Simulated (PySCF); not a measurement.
Na(OH) (HNaO), SMILES [OH][Na]. Atoms are numbered in the order given.

```xyz
3

Na     0.0000     0.0000    -0.9200
O      0.0000     0.0000     1.0187
H      0.0000     0.0000     1.9705
```

Geometry optimised at PBE0-D3(BJ)/def2-TZVPD. The isomer is the one that the SMILES or the coordinates give; other isomers of the formula were not compared.

Computed with TDA-ωB97X/def2-TZVPD in PySCF 2.14.0.

Vertical excitations; the highest root listed may be one member of a degenerate set. Isolated molecule, no solvent. State labels are in the subgroup C2v.

Computed excitation energies, oscillator strengths and character:
| state | symmetry | energy (eV) | λ (nm) | f | main pairs |
|---|---|---|---|---|---|
| S1 | B2 | 4.01 | 309 | 0.034 | HOMO→LUMO, HOMO→LUMO+3, HOMO→LUMO+7 (degenerate set) |
| S2 | B1 | 4.01 | 309 | 0.034 | HOMO−1→LUMO, HOMO−1→LUMO+3, HOMO−1→LUMO+7 (degenerate set) |
| S3 | A1 | 5.51 | 225 | 0.000 | HOMO−1→LUMO+1, HOMO→LUMO+2, HOMO−1→LUMO+4, HOMO→LUMO+5 (degenerate set) |
| S4 | A2 | 5.51 | 225 | 0.000 | HOMO→LUMO+1, HOMO−1→LUMO+2, HOMO→LUMO+4, HOMO−1→LUMO+5 (degenerate set) |
| S5 | B2 | 5.52 | 224 | 0.048 | HOMO→LUMO+3, HOMO→LUMO+6, HOMO→LUMO, HOMO→LUMO+8 (degenerate set) |
| S6 | B1 | 5.52 | 224 | 0.048 | HOMO−1→LUMO+3, HOMO−1→LUMO+6, HOMO−1→LUMO, HOMO−1→LUMO+8 (degenerate set) |
| S7 | A2 | 5.56 | 223 | 0.000 | HOMO−1→LUMO+2 32 %, HOMO→LUMO+1 32 %, HOMO−1→LUMO+5 15 %, HOMO→LUMO+4 15 % |
| S8 | A1 | 5.84 | 212 | 0.023 | HOMO→LUMO+2 38 %, HOMO−1→LUMO+1 38 %, HOMO−1→LUMO+4 11 %, HOMO→LUMO+5 11 % |
| S9 | B2 | 6.78 | 183 | 0.007 | HOMO→LUMO+6, HOMO→LUMO+3, HOMO→LUMO+7, HOMO→LUMO (degenerate set) |
| S10 | B1 | 6.78 | 183 | 0.007 | HOMO−1→LUMO+6, HOMO−1→LUMO+3, HOMO−1→LUMO+7, HOMO−1→LUMO (degenerate set) |
| T1 | B1 | 3.95 | 314 | 0 | HOMO−1→LUMO, HOMO−1→LUMO+3, HOMO−1→LUMO+7 (degenerate set) |
| T2 | B2 | 3.95 | 314 | 0 | HOMO→LUMO, HOMO→LUMO+3, HOMO→LUMO+7 (degenerate set) |
| T3 | A1 | 5.25 | 236 | 0 | HOMO−1→LUMO+1 31 %, HOMO→LUMO+2 31 %, HOMO−1→LUMO+4 16 %, HOMO→LUMO+5 16 % |
| T4 | A1 | 5.41 | 229 | 0 | HOMO→LUMO+2 32 %, HOMO−1→LUMO+1 32 %, HOMO→LUMO+5 15 %, HOMO−1→LUMO+4 15 % |
Triplets are in the Tamm–Dancoff approximation.
